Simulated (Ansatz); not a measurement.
Ga14P13H34⁻, a nanocrystal cut from zinc blende GaP (hydrogen-capped), 61 atoms. Hardware: 11 threads of AMD EPYC 7R13 on a shared host and a whole NVIDIA H100 80GB HBM3.

Correlated methods freeze 191 core orbitals; core or outer-core shells of Ga are correlated, in sets that lack core-valence functions. Single mean-field runs in STO-3G, def2-SVP, def2-TZVP are fitted with def2-universal-jkfit.

Problem. How many basis functions does each of these Ansatz runs have, and roughly what does it cost? PBE-D4/def2-TZVP, charge -1 singlet, energy, from earlier orbitals; PBE-D4/def2-SVP, charge -1 singlet, energy and forces, from earlier orbitals; PBE0-D4/def2-SVP, charge -1 singlet, energy, from earlier orbitals; PBE0-D4/def2-SVP, charge -1 triplet at the geometry of the charge -1 singlet, energy; MP2/def2-SVP, charge -1 singlet, energy, from earlier orbitals; PBE0-D4/def2-TZVP, charge -1 singlet, energy, from earlier orbitals; PBE-D4/def2-SVP, charge -1 triplet at the geometry of the charge -1 singlet, energy, from earlier orbitals; PBE-D4/def2-SVP, charge 0 doublet at the geometry of the charge -1 singlet, energy, from earlier orbitals; PBE-D4/def2-SVP, charge -1 singlet, relaxation, 17 steps; r2SCAN-D4/def2-SVP, charge -1 singlet, energy, from earlier orbitals; PBE0-D4/def2-SVP, charge 0 doublet at the geometry of the charge -1 singlet, energy; HF/STO-3G, charge -1 singlet, energy.

Solution. Other jobs shared the machine, so times can vary by a factor of up to 3.

```csv
run,functions,fitting or Cholesky vectors,wall time,peak host memory (GiB)
"HF/STO-3G, charge -1 singlet, energy",403,6000,4.2 s,1.3
"r2SCAN-D4/def2-SVP, charge -1 singlet, energy, from earlier orbitals",852,6000,6.5 s,1.6
"PBE-D4/def2-SVP, charge -1 singlet, energy and forces, from earlier orbitals",852,6000,7 s,1.6
"PBE-D4/def2-TZVP, charge -1 singlet, energy, from earlier orbitals",1357,6000,9 s,1.7
"PBE0-D4/def2-SVP, charge -1 singlet, energy, from earlier orbitals",852,6000,9.5 s,1.5
"PBE0-D4/def2-TZVP, charge -1 singlet, energy, from earlier orbitals",1357,6000,17 s,1.7
"PBE-D4/def2-SVP, charge 0 doublet at the geometry of the charge -1 singlet, energy, from earlier orbitals",852,6000,17 s,1.7
"MP2/def2-SVP, charge -1 singlet, energy, from earlier orbitals",852,8343,18 s,2.3
"PBE-D4/def2-SVP, charge -1 triplet at the geometry of the charge -1 singlet, energy, from earlier orbitals",852,6000,26 s,1.7
"PBE0-D4/def2-SVP, charge 0 doublet at the geometry of the charge -1 singlet, energy",852,6000,45 s,1.7
"PBE0-D4/def2-SVP, charge -1 triplet at the geometry of the charge -1 singlet, energy",852,6000,54 s,1.7
"PBE-D4/def2-SVP, charge -1 singlet, relaxation, 17 steps",852,6000,75 s,1.7
```
